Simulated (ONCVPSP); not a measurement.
Transferability test, ONCV potential for I

I, optimised norm-conserving Vanderbilt (ONCV), made with ONCVPSP 4.0.1 (LDA (Perdew-Wang 92), scalar-relativistic). Core [Ar] 3d10, reference 4s2 4p6 4d10 5s1.75 5p5.25. Waves: 4s+5s: rc 1.35 bohr, ncon 4, nbas 8, qcut 10.1 1/bohr, 3 projectors, debl 3.2 Ha; 4p+5p: rc 1.25 bohr, ncon 5, nbas 9, qcut 11.9 1/bohr, 2 projectors; 4d: rc 1.45 bohr, ncon 5, nbas 9, qcut 11.2 1/bohr, 2 projectors, debl 2 Ha. Local part: polynomial inside 1.10 bohr (lpopt 5, dvloc0 0 Ha). Core correction: Teter function, fcfact 2.5, rcfact 1.55.

Energies are relative to the spin-unpolarised reference configuration 4s2 4p6 4d10 5s1.75 5p5.25; without spin polarisation the order of configurations can differ from experiment.

```
valence configuration  charge  ΔE all-electron (eV)  error AE − PS (meV)
 4s2 4p6 4d10 5s2 5p4      +1                 8.690                 -0.7
 4s2 4p6 4d10 5s2 5p3      +2                28.750                 -3.8
  4s2 4p6 4d9 5s2 5p6       0                43.173                  +14
```

(1) What are ΔE and the potential's error for 4s2 4p6 4d10 5s2 5p5?

Levels in the configuration 4s2 4p6 4d10 5s2 5p3:

```csv
level,all-electron (eV),pseudo (eV)
4s,-200.606,-200.612
4p,-147.761,-147.754
4d,-70.669,-70.668
5s,-36.322,-36.321
5p,-24.725,-24.722
```

Answers

(1) ΔE = -2.610 eV all-electron; the error (AE − PS) is +0.4 meV.
